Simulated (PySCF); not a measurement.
PySCF input:

```python
from pyscf import gto, scf, dft

mol = gto.M(
    atom='''
    Bi    0.63443525    0.31680409    0.18770653
    Br   -1.10652668    1.07210654   -1.46861681
    Br   -0.39799120   -1.82338481    1.02348419
    ''',
    basis='def2-tzvpd',
    ecp='def2-tzvp',
    charge=0,
    spin=1,
    verbose=4,
)

mf = dft.UKS(mol, xc='m062x').density_fit(auxbasis='def2-universal-jkfit')
mf.grids.level = 4
mf.conv_tol = 1e-9
mf.max_cycle = 100
mf.max_memory = 1500
mf.kernel()
if not mf.converged:
    mf = mf.newton()
    mf.kernel(mf.make_rdm1())
for _ in range(2):
    mo, _, stable, _ = mf.stability(return_status=True)
    if stable:
        break
    mf.kernel(mf.make_rdm1(mo, mf.mo_occ))
mf.analyze()
```

Q: Predict the final energy.

A: -5362.98478 Eh (M06-2X/def2-TZVPD).

This state (charge 0, doublet) is run at the relaxed geometry of the species with charge 1 and multiplicity 1.
